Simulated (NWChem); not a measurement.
# Atomisation of OSe

```
O
Se 1 1.6419
```
Charge 0, spin multiplicity 3.

Program: NWChem. The geometry was optimised at UPBE0/def2-SVP, a minimum by its harmonic frequencies.

Basis set: def2-TZVP. The atomisation energy is electronic alone: no zero-point, thermal, spin-orbit or counterpoise terms. No value is extrapolated to the basis-set limit. Free atoms are single determinants with multiplicities O 3, Se 3.

The Hamiltonian is non-relativistic. B3LYP has NWChem's definition, with VWN1-RPA local correlation. The structure started from a generated list of species. The unpaired electrons of the parent sit in orbitals of symmetry b1 and b2 (C2v labels of the run); other states weren't searched. No SCF solution was tested for a lower state.

Problem. For the atomisation energy, PBE0 gives 105.1 kcal/mol and BLYP gives 116.6 kcal/mol. What do PBE, B3LYP, M06-2X give?

Solution. PBE: 121.6 kcal/mol; B3LYP: 106.3 kcal/mol; M06-2X: 96.4 kcal/mol.
